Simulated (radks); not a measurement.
Results of a calculation; reference values are marked as such.
Question: These are the eigenvalues of the occupied orbitals of an atom or ion with whole-number occupations (Ry). Level of theory: non-relativistic Kohn-Sham, r2SCAN, spin-polarised, spherical densities, point nucleus; meta-GGA in the generalised Kohn-Sham scheme (a radial shooting solver on a logarithmic mesh with Libxc functionals).

| orbital | eigenvalue |
|---|---|
| 1s up | -1323.439 |
| 1s down | -1323.438 |
| 2s up | -216.0346 |
| 2s down | -215.0081 |
| 2p up | -201.2233 |
| 2p down | -200.4872 |
| 3s up | -64.15785 |
| 3s down | -63.03696 |
| 3p up | -58.65410 |
| 3p down | -57.44964 |
| 3d up | -49.16307 |

Which element is it, and in what charge state? The configuration may be excited. Open shells, if any, are filled with parallel spins first.

Answer: Z = 40, zirconium, charge +17: Zr17+ in [Ar] 3d5. The list shows which subshells hold electrons but not how many an open one holds; the 1s level, -661.72 hartree, gives Z - s = 36.4 by -(Z - s)^2/2, which with screening narrows Z to a few neighbours, and the depths of the outer levels then fix element, charge and occupations together.
